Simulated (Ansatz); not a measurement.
C7H17BO⁺, that is BEt2(OiPr) with one electron fewer. Charge 1, multiplicity 2. Geometry PBE-D4/def2-SVP, that of the neutral singlet; atoms count from 1.

```xyz
26

B    -0.521   -0.169    0.607
C    -0.752   -0.880    2.008
C    -1.029   -2.392    1.951
H    -1.638   -0.371    2.463
H     0.098   -0.660    2.689
H    -1.257   -2.815    2.951
H    -1.893   -2.631    1.294
H    -0.156   -2.952    1.553
C    -1.451   -0.465   -0.654
C    -0.805   -1.472   -1.629
H    -1.696    0.472   -1.203
H    -2.424   -0.873   -0.306
H    -1.469   -1.711   -2.485
H     0.146   -1.086   -2.051
H    -0.565   -2.430   -1.123
O     0.532    0.705    0.562
C     0.927    1.492   -0.571
C     2.336    1.068   -0.979
C     0.840    2.965   -0.181
H     0.232    1.303   -1.419
H     3.043    1.220   -0.138
H     2.689    1.660   -1.847
H     2.359   -0.005   -1.258
H    -0.197    3.237    0.101
H     1.498    3.174    0.687
H     1.153    3.615   -1.023
```

Estimate the Mulliken populations from the PBE0/def2-TZVP orbitals of Ansatz.


```tsv
atom	charge (e)	spin (α − β)
B1	0.24	0.09
C2	-0.23	0.22
C3	-0.39	0.01
H4	0.19	0.01
H5	0.20	0.03
H6	0.20	0.04
H7	0.15	0.01
H8	0.17	0.01
C9	-0.32	0.24
C10	-0.36	0.02
H11	0.20	0.02
H12	0.18	-0.01
H13	0.20	0.04
H14	0.16	0.00
H15	0.17	0.01
O16	-0.11	0.21
C17	0.01	0.02
C18	-0.35	0.00
C19	-0.35	0.00
H20	0.12	0.03
H21	0.16	0.00
H22	0.17	0.00
H23	0.13	0.00
H24	0.14	0.00
H25	0.16	0.00
H26	0.16	0.00
```
Mulliken values and Mayer orders depend strongly on the basis.

Where does the spin sit?

Summed by element: B 0.09, C 0.51, H 0.19, O 0.21, of 1 unpaired in all. Largest on single atoms: C9 0.24, C2 0.22, O16 0.21.

And the Mayer bond orders between bonded heavy atoms (over 0.3)?

B1–C2 0.90 (1.59 Å); B1–C9 0.85 (1.59 Å); B1–O16 1.47 (1.37 Å); C2–C3 1.01 (1.54 Å); C9–C10 0.99 (1.54 Å); O16–C17 0.80 (1.44 Å); C17–C18 1.03 (1.53 Å); C17–C19 1.03 (1.53 Å).
